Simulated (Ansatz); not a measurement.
Basis-set extrapolation for `C[S][Al]([NH2])[F]` (PBE0-D4/def2-TZVP geometry, frozen core, the Gaussian-basis code of Ansatz). Multiplicity 1, RHF reference.

|  | def2-TZVPP | def2-QZVPP |
| --- | --- | --- |
| HF | -834.391578 | -834.419907 |
| MP2 correlation | -0.890342 | -0.964224 |
| CCSD(T) correlation | -0.962349 | not run |

Energies in hartree. Use E(X) = E(∞) + A·exp(−7.88·√X) for Hartree–Fock and E(X) = E(∞) + B·X^(−2.97) for correlation, with X = 3 and 4, and add CCSD(T) minus MP2 of the smaller set to the MP2 limit.

Problem. What is the CCSD(T) energy at the basis-set limit?

Solution. HF limit: -834.419907 + (-0.028329) × 0.13774 = -834.42381. MP2 limit: -0.964224 + (-0.073882) × 0.74074 = -1.01895. Higher-order term: -0.962349 − (-0.890342) = -0.07201. Total: -835.51477 hartree, 4.38 eV below CCSD(T)/def2-TZVPP.
